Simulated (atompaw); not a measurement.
Cu (Z = 29): one change to a PAW (atompaw) potential, before and after

atompaw 4.2.0.5 input, output lines left out:

```
Cu 29
GGA-PBE scalarrelativistic loggrid 1500 logderivrange -3 5 201
4 4 3 0 0 0
4 1 0
3 2 9
0 0 0
c
c
c
v
c
c
v
v
2
2.95 2.80 2.05 2.90
y
0.25
n
y
1.55
n
y
1.45
n
custom polynom2 7 10 vanderbiltortho sinc
bessel
2.35
2.95
2.95
2.95
1.55
1.55
```

Change: augmentation sinc compensation charge, radius 2.80 bohr; PAW radius 2.95 bohr; waves and projectors: custom polynom gramschmidtortho.

Cutoffs: the cutoffs (Ry, on a coarse ladder) from which the occupation-weighted sum of valence levels, in a spherical-Bessel basis at the reference potential, stays within 10 and 1 mRy of its value at 400 Ry; they do not see the model core or the augmentation charge, which bear on the density cutoff.

**Question.** What does the change do?

**Answer.** The potential gets softer (160 Ry and 300 Ry → 60 Ry and 100 Ry); neither file shows a bound ghost.

```tsv
quantity	base	changed
cutoff, loose	160 Ry	60 Ry
cutoff, tight	300 Ry	100 Ry
loose cutoff by channel (10 mRy a level)	s 6 Ry, d 25 Ry	s 6 Ry, d 35 Ry
bound ghosts	none	none
s: phases at 2.97 bohr within 0.05 rad from the reference energy up to (Ry; the scan ends near 5)	1.4	2.2
p: phases at 2.97 bohr within 0.05 rad from the reference energy up to (Ry; the scan ends near 5)	3.6	3.5
d: phases at 2.97 bohr within 0.05 rad from the reference energy up to (Ry; the scan ends near 5)	4.4	4.6
lowest overlap eigenvalue by channel	s 0.41, p 0.87, d 0.97	s 0.12, p 0.66, d 0.99
```

 The cutoffs see the waves, projectors and local potential, not the compensation charge or the core.
